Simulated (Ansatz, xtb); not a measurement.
# BF2HSi: which of two isomers lies lower

Structure X: `FB[Si]F`, a singlet. Structure Y: `FB(F)[SiH]`, a triplet. Both are isolated molecules in the gas phase, relaxed with PBE0-D3(BJ)/def2-SVP; the shapes shown needn't be the lowest conformers.

X (Å):

```yaml
atoms:
  - { symbol: B, position_ang: [-0.5619, -0.9313, 0.3499] }
  - { symbol: F, position_ang: [0.3007, -1.5332, -2.1987] }
  - { symbol: F, position_ang: [-1.8298, -1.0472, 0.7175] }
  - { symbol: Si, position_ang: [-0.0369, -0.0791, -1.4942] }
  - { symbol: H, position_ang: [0.2664, -1.3247, 1.1560] }
```

Y (Å):

```xyz
5

B    -0.9846    0.9191   -0.3477
F     0.1856    1.4879   -0.5683
F    -1.0288   -0.0581    0.5404
Si   -2.6152    1.5191   -1.3224
H    -3.9472    0.8824   -1.0815
```

Question: Estimate E(Y) − E(X) at the level CCSD(T)/def2-TZVPP.

Answer: Calculated at CCSD(T)/def2-TZVPP: E(Y) − E(X) = +4.3 kcal/mol, so structure X lies lower.

The same difference at several levels:

```json
{"level": "HF/STO-3G", "geometry": "GFN2-xTB", "E(Y) − E(X) (kcal/mol)": "−23.7", "departure from the last row (kcal/mol)": "−27.9", "job, with rough time for the two": "single point, 0.22 s"}
{"level": "r2SCAN-D4/def2-SVP", "geometry": "GFN2-xTB", "E(Y) − E(X) (kcal/mol)": "−15.4", "departure from the last row (kcal/mol)": "−19.6", "job, with rough time for the two": "single point, 2.9 s"}
{"level": "PBE0-D3(BJ)/def2-SVP", "geometry": "PBE0-D3(BJ)/def2-SVP", "E(Y) − E(X) (kcal/mol)": "−7.0", "departure from the last row (kcal/mol)": "−11.3", "job, with rough time for the two": "optimisation, 37 s"}
{"level": "HF/def2-TZVPP", "geometry": "PBE0-D3(BJ)/def2-SVP", "E(Y) − E(X) (kcal/mol)": "−10.8", "departure from the last row (kcal/mol)": "−15.0", "job, with rough time for the two": "part of the CCSD(T) run"}
{"level": "MP2/def2-TZVPP", "geometry": "PBE0-D3(BJ)/def2-SVP", "E(Y) − E(X) (kcal/mol)": "+1.8", "departure from the last row (kcal/mol)": "−2.5", "job, with rough time for the two": "part of the CCSD(T) run"}
{"level": "CCSD(T)/def2-TZVPP", "geometry": "PBE0-D3(BJ)/def2-SVP", "E(Y) − E(X) (kcal/mol)": "+4.3", "departure from the last row (kcal/mol)": "", "job, with rough time for the two": "single point, 2.9 min"}
```

As drawn, Y has 1 B–F, 1 Si–H in place of 1 F–Si, 1 B–H.

HF/STO-3G, r2SCAN-D4/def2-SVP, PBE0-D3(BJ)/def2-SVP, HF/def2-TZVPP put the two in the other order. The largest departure from CCSD(T)/def2-TZVPP is that of HF/STO-3G, 27.9 kcal/mol. At CCSD(T)/def2-TZVPP a singlet with the links of Y lies below this triplet.

With harmonic frequencies from PBE0-D3(BJ)/def2-SVP (ideal gas, rigid rotor, one conformer each, 400 K, 1 atm): the zero-point term adds 0.0 kcal/mol; ΔH is +3.9 and ΔG +4.6 kcal/mol.

Open shells are spin-unrestricted. The correlated steps freeze 8 core orbitals. ΔG holds the spin degeneracy. Mirror images aren't counted in ΔG. Programs: Ansatz 0.2.0, xtb 6.7.1; the last row on 1 thread of Intel(R) Xeon(R) 6975P-C (Granite Rapids) on a shared host.
